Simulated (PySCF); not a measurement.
PySCF run on GeS

The script input.py:

```python
from pyscf import gto, dft

mol = gto.M(
    atom='Ge 0 0 0; S 0 0 2.145',
    basis='6-31g*',
    charge=0,
    spin=0,
    verbose=3,
)
mf = dft.RKS(mol, xc='b3lyp5')
field = 0.01  # electric field along z, atomic units
h = mf.get_hcore() + field*mol.intor('int1e_r')[2]
mf.get_hcore = lambda *args: h
e_nuc = mol.energy_nuc() - field*mol.atom_charges() @ mol.atom_coords()[:, 2]
mf.energy_nuc = lambda *args: e_nuc
mf.kernel()
mf.analyze()
print('orbital energies (hartree):', mf.mo_energy[..., max(0, mol.nelec[1]-3):mol.nelec[0]+3].round(4))
```

```bash
$ OMP_NUM_THREADS=1 python input.py
```

Output (some set-up lines and the per-cycle HOMO/LUMO lines with their warnings removed):

```
converged SCF energy = -2474.78882015404
**** MO energy ****
[13 lines left out]
MO #14  energy= -4.4236657458437   occ= 2
MO #15  energy= -1.23347581262794  occ= 2
MO #16  energy= -1.23347564272389  occ= 2
MO #17  energy= -1.22815456620114  occ= 2
MO #18  energy= -1.22803105225061  occ= 2
MO #19  energy= -1.22803105225059  occ= 2
MO #20  energy= -0.667342426686801 occ= 2
MO #21  energy= -0.44918510548386  occ= 2
MO #22  energy= -0.267333067315091 occ= 2
MO #23  energy= -0.249437936039729 occ= 2
MO #24  energy= -0.249437936039727 occ= 2
MO #25  energy= -0.0909629845338232 occ= 0
MO #26  energy= -0.0909629845338202 occ= 0
MO #27  energy= 0.0199625345327052 occ= 0
[23 lines left out]
 ** Mulliken atomic charges  **
charge of    0Ge =      0.15388
charge of    1S =     -0.15388
Dipole moment(X, Y, Z, Debye): -0.00000, -0.00000, -0.72232
orbital energies (hartree): [-0.2673 -0.2494 -0.2494 -0.091  -0.091   0.02  ]
```

In short: E(SCF) = -2474.788820 Eh, μz(SCF) = -0.72 D.

It ran on Arm Neoverse V1 (1 thread, shared host) in 2.6 s.

Stability towards an unrestricted solution was not tested. The bond length is a typed value, not an optimised one.
